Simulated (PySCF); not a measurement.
Species: C6H4F2.
Bonds: C1–C2, C2–F3, C2–C4 (double), C4–C5 (double), C5–C6 (double), C6–C7 (double), C7–F8. Hydrogens: H9, H10, H11 on C1; H12 on C7.

Method: PBE0-D3(BJ)/def2-SVP geometry optimisation, gas phase (PySCF); density fitting, grid level 2; the optimiser is geomeTRIC in internal coordinates, started from a GFN2-xTB structure.

Step 2: E = -11695.5564 eV
```
atom  x, y, z in Å  |  force x, y, z in eV/Å
C1     -2.4069   -0.3885   -1.0089   -0.111   0.036   0.122
C2     -1.6430   -0.3771    0.2650    0.161  -0.047  -0.028
F3     -2.3859   -0.6269    1.3477   -0.093  -0.032  -0.105
C4     -0.3467   -0.1584    0.4015    0.030   0.074  -0.043
C5      0.9032    0.0999    0.4875    0.005  -0.012   0.078
C6      2.1529    0.3615    0.6076   -0.106   0.132   0.040
C7      3.4100    0.7131    0.7721   -0.074  -0.128  -0.164
F8      4.3983   -0.1745    0.7595    0.173   0.046   0.037
H9     -3.2839    0.2703   -0.9047   -0.016   0.005  -0.051
H10    -1.7895   -0.0423   -1.8461    0.023  -0.018   0.023
H11    -2.7815   -1.4010   -1.2320    0.003  -0.010   0.036
H12     3.7571    1.7457    0.8964    0.006  -0.046   0.054
```

Step 3: E = -11695.5575 eV
```
atom  x, y, z in Å  |  force x, y, z in eV/Å
C1     -2.4133   -0.3851   -1.0077    0.073   0.078  -0.034
C2     -1.6462   -0.3566    0.2631   -0.058  -0.210  -0.036
F3     -2.4116   -0.6425    1.3221    0.079   0.041   0.050
C4     -0.3504   -0.1395    0.4128   -0.061   0.087  -0.008
C5      0.9013    0.1079    0.5081   -0.012  -0.007   0.049
C6      2.1541    0.3576    0.6224    0.143  -0.148   0.035
C7      3.4183    0.6939    0.7716    0.070   0.151  -0.145
F8      4.4467   -0.1501    0.7280   -0.230  -0.069   0.015
H9     -3.2946    0.2699   -0.9255   -0.004   0.020  -0.002
H10    -1.7911   -0.0563   -1.8479   -0.004  -0.006  -0.031
H11    -2.7796   -1.4053   -1.2088    0.006  -0.004   0.033
H12     3.7504    1.7279    0.9074   -0.003   0.067   0.074
```

Step 4: E = -11695.5641 eV
```
atom  x, y, z in Å  |  force x, y, z in eV/Å
C1     -2.4069   -0.3859   -1.0085    0.040   0.057  -0.031
C2     -1.6462   -0.3604    0.2656   -0.031  -0.152  -0.014
F3     -2.4109   -0.6484    1.3238    0.038   0.023   0.039
C4     -0.3529   -0.1351    0.4202   -0.039   0.077  -0.012
C5      0.8975    0.1164    0.5179    0.005  -0.008   0.026
C6      2.1504    0.3674    0.6267   -0.007   0.000   0.034
C7      3.4152    0.7029    0.7646    0.016  -0.012  -0.101
F8      4.4153   -0.1723    0.7153   -0.026   0.010   0.014
H9     -3.2911    0.2664   -0.9294    0.006   0.011   0.002
H10    -1.7823   -0.0534   -1.8457   -0.003  -0.011  -0.017
H11    -2.7684   -1.4073   -1.2115   -0.005  -0.002   0.016
H12     3.7642    1.7315    0.9068    0.007   0.008   0.044
```

**Question.** Estimate the geometry and energy of step 5. (The exact step hangs on the optimiser's Hessian estimate; all steps are aligned on step 4, rigid shifts and turns removed.)

**Answer.** E = -11695.5651 eV, largest force 0.120 eV/Å
```
atom  x, y, z in Å  |  force x, y, z in eV/Å
C1     -2.3977   -0.3857   -1.0115   -0.063  -0.029   0.063
C2     -1.6510   -0.3721    0.2711    0.089   0.004   0.046
F3     -2.4067   -0.6520    1.3379   -0.069  -0.026  -0.095
C4     -0.3613   -0.1328    0.4300    0.050   0.069  -0.025
C5      0.8878    0.1239    0.5294   -0.002  -0.032  -0.011
C6      2.1413    0.3743    0.6297    0.008   0.006   0.012
C7      3.4092    0.7038    0.7499    0.006   0.022   0.036
F8      4.4036   -0.1772    0.7001   -0.003  -0.014  -0.023
H9     -3.2767    0.2745   -0.9395    0.001   0.008  -0.004
H10    -1.7633   -0.0589   -1.8439    0.011  -0.012   0.023
H11    -2.7663   -1.4041   -1.2172   -0.023   0.003  -0.010
H12     3.7650    1.7280    0.9098   -0.003   0.001  -0.012
```

The energy changes by -0.0010 eV. The first-order estimate −F·Δx gives -0.0052 eV and the mean of the old and new forces, exact on a quadratic surface, -0.0011 eV. The step makes an angle of 65° with the force vector and moves no atom by more than 0.020 Å.

What follows is the cost of the whole optimisation. Time: 44 s wall; peak memory 0.65 GiB. Hardware: one thread of an AMD EPYC 9R45, no GPU, shared host with 96 logical CPUs at a one-minute load of 45.
